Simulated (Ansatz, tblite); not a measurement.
Removing and adding an electron: the cluster Cu2F (the lowest doublet isomer of a short search). The state is a doublet with charge 0. Geometry: r2SCAN-D4/def2-TZVP. Ansatz, gas phase; energy differences of separate SCF runs; the oxidised species is a singlet (the triplet lies 1.95 eV higher at PBE0-D4/def2-TZVP); the reduced species is a singlet (the triplet lies 0.24 eV higher at PBE0-D4/def2-TZVPD).

Cartesian coordinates in Å:
```
Cu 1.242 -0.119 -0.261
Cu -0.718 -0.411 0.969
F -0.524 0.530 -0.708
```

The xTB rows come from tblite. Correlated methods freeze 19 core orbitals. The structure comes from a short search, and lower isomers may exist.

```tsv
level	−HOMO (eV)	vertical IE (eV)	−LUMO (eV)	vertical EA (eV)	HOMO–LUMO gap (eV)	IE − EA (eV)	remarks
GFN1-xTB	–	13.00	–	7.05	–	5.95	–
GFN2-xTB	–	10.76	–	5.39	–	5.36	–
HF/def2-TZVPP	–	5.96	–	–	–	–	–
PBE-D4/def2-TZVP	4.53	7.42	3.92	–	0.61	–	–
PBE-D4/def2-TZVPD	4.61	–	3.99	1.44	0.62	–	HOMO above zero (-1 singlet), restricted SCF unstable in HF (-1 singlet)
r2SCAN-D4/def2-TZVP	4.62	7.30	3.54	–	1.09	–	–
r2SCAN-D4/def2-TZVPD	4.72	–	3.61	1.28	1.11	–	HOMO above zero (-1 singlet), restricted SCF unstable in HF (-1 singlet)
PBE0-D4/def2-TZVP	5.11	7.13	2.73	–	2.37	–	–
PBE0-D4/def2-TZVPD	5.19	–	2.81	1.18	2.37	–	HOMO above zero (-1 singlet), restricted SCF unstable in HF (-1 singlet)
MP2/def2-TZVPP	–	6.73	–	–	–	–	–
CCSD/def2-TZVPP	–	6.67	–	–	–	–	–
CCSD(T)/def2-TZVPP	–	6.78	–	–	–	–	–
```

Run but left out: HF/def2-TZVPD, MP2/def2-TZVPD, CCSD/def2-TZVPD, CCSD(T)/def2-TZVPD (charge -1 singlet: restricted singlet, unstable towards broken spin symmetry).   A HOMO above zero means that the electron is unbound at that level or that self-interaction error raises the level; the energy of removing that electron tells which. HOMO and LUMO are the levels of the spin that leaves or enters (xTB has no such levels and no spin-polarisation term). Other spin states of the ions may lie lower, which would lower the ionisation energy or raise the affinity. Raw xTB energy differences between charge states are shifted by several eV; the methods need an empirical correction for them.
